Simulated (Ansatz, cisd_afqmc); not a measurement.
Species: SiCl, charge 1, singlet. SiCl+ (parent SMILES [Si]Cl, singlet).
B3LYP-D3(BJ)/def2-TZVP minimum from Ansatz (an electronic-structure program):
```xyz
2

Si     0.0000     0.0000    -1.0778
Cl     0.0000     0.0000     0.8876
```
Charge +1, spin multiplicity 1.

Total energies in cc-pV(D+d)Z, 10 correlated electrons, 10 frozen orbitals. Open shells are spin-unrestricted; no spin-orbit coupling. Cores are frozen in correlated methods. No relativity. AFQMC/CISD: phaseless, guided by CISD from CCSD amplitudes; bars are statistical, one sigma. Outlying blocks are dropped, and bars are widened where a walk drifts. Over all cases where full CI ran beside it in this data, AFQMC minus full CI had a median of +0.1 mEh and passed +0.4 mEh in a tenth of the cases.

| method | program | energy (Eh) | minus CCSDTQ (mEh) |
|---|---|---|---|
| HF | Ansatz | -748.16891 | 233.93 |
| MP2 | Ansatz | -748.36692 | 35.92 |
| CCSD | Ansatz | -748.39355 | 9.29 |
| CCSD(T) | Ansatz | -748.40136 | 1.47 |
| CCSDT(Q) | Ansatz | -748.40290 | -0.06 |
| CCSDTQ | Ansatz | -748.40284 | 0.00 |
| AFQMC/CISD | cisd_afqmc | -748.4028 ± 0.0003 | 0.1 ± 0.3 |

Rough core times of Ansatz's runs on a shared machine: CCSD(T) under 20 s, CCSDT(Q) under 20 s, CCSDTQ 5 min.
